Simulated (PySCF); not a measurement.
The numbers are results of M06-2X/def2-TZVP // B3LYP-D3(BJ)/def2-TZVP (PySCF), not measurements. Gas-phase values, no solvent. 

Reference species (SMILES): `C1(C#N)C=C1` (neutral, multiplicity 1).

- HOMO–LUMO gap: 9.87 eV
- dipole moment: 4.59 D

Changed species: `C=C=CC#N`.

**Question.** Give the shifts of the HOMO–LUMO gap and dipole moment.

**Answer.** the HOMO–LUMO gap falls by 0.95 eV, to 8.92 eV; the dipole moment decreases by 0.14 D, to 4.45 D.
